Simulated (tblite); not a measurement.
C6H15OP.
Structure used (GFN2-xTB), in Å, numbered top down from 1:
```
atom  x, y, z in Å
C1    -0.509    1.118    1.631
P2    -1.085    0.323    0.241
C3    -1.207   -1.465    0.564
C4    -2.675    0.595   -0.738
C5     0.111    0.555   -1.142
C6     1.532    0.496   -0.617
O7     1.751   -0.801   -0.116
C8     2.907   -0.899    0.674
H9    -0.400    2.189    1.459
H10   -1.160    0.924    2.482
H11   -0.227   -1.815    0.877
H12   -1.533   -1.998   -0.327
H13   -1.924   -1.622    1.369
H14   -3.516    0.333   -0.097
H15   -2.754    1.652   -0.992
H16   -2.718    0.003   -1.649
H17   -0.051   -0.231   -1.883
H18   -0.079    1.525   -1.607
H19    1.649    1.232    0.192
H20    2.260    0.725   -1.413
H21    2.841   -0.240    1.548
H22    3.806   -0.637    0.101
H23    2.978   -1.934    1.002
```

Computed with GFN2-xTB (tblite): harmonic, unscaled wavenumbers at the GFN2-xTB geometry, gas phase. The method is semi-empirical: single wavenumbers can be off by several per cent or more. One conformer, not necessarily the lowest.

Harmonic wavenumbers (cm⁻¹): 33.5, 60.9, 84.9, 127.4, 178.2, 182.9, 198.9, 228.4, 233.5, 257.0, 259.9, 286.6, 334.7, 349.5, 505.3, 620.1, 670.7, 719.8, 737.6, 750.9, 783.1, 802.0, 833.1, 881.3, 929.1, 960.2, 966.6, 1027.2, 1061.5, 1114.8, 1126.2, 1138.3, 1197.1, 1212.3, 1264.6, 1300.1, 1307.1, 1348.9, 1400.6, 1405.2, 1407.8, 1418.7, 1423.3, 1442.4, 1455.0, 1465.9, 1471.1, 1489.2, 2824.4, 2890.0, 2898.4, 2924.5, 2942.0, 2950.8, 2959.5, 2963.0, 2992.7, 2996.0, 2999.3, 3001.9, 3008.1, 3023.4, 3040.7.

A = 2764, B = 1027, C = 985.3 MHz; mass 134.086 u (most abundant isotopes); point group C1, symmetry number 1.

Problem. Zero-point energy?

Solution. Half the sum of the wavenumbers: 42434 cm⁻¹ = 507.63 kJ/mol.

Problem. What is S at 298.15 K and 1 bar for an ideal gas of classical rigid rotors and harmonic oscillators?

Solution. Translation 169.95, rotation 121.89, vibration 161.28: S = 453.1 J/(mol K).

Problem. And Cp and H(298.15 K) − H(0)?

Solution. Cp = 191.80 J/(mol K), of which vibrations give 158.55 (their classical limit is 63 R = 523.8); H(298.15 K) − H(0) = 34.90 kJ/mol without the zero-point energy, 24.98 from vibrations.

Problem. Blend soft modes into free rotors: weight 1/[1 + (100 cm⁻¹/ν̃)⁴] for the oscillator and the rest for a rotor with moment μB/(μ + B), μ = h/(8π²ν), B = 10⁻⁴⁴ kg m². What vibrational entropy results?

Solution. 148.01 J/(mol K) in place of 161.28, which changes −T·S at 298.15 K by +3.96 kJ/mol.

Problem. Which modes carry the vibrational entropy at 298.15 K?

Solution. 33.5 cm⁻¹: 23.47; 60.9 cm⁻¹: 18.53; 84.9 cm⁻¹: 15.79; 127.4 cm⁻¹: 12.49; 178.2 cm⁻¹: 9.82; 182.9 cm⁻¹: 9.62 J/(mol K); the other 57 give 71.56 together.

Problem. What must be added to the electronic energy to get the Gibbs energy at 298.15 K and 1 bar?

Solution. ZPE + [H(298.15 K) − H(0)] − T·S = 507.63 + 34.90 − 135.10 = 407.43 kJ/mol.

Hindered rotation and anharmonicity are outside this model. Other conformers, if any are populated, would add a mixing term that is left out. The structure is chiral; the term R ln 2 for an equal mix with its mirror image is left out.
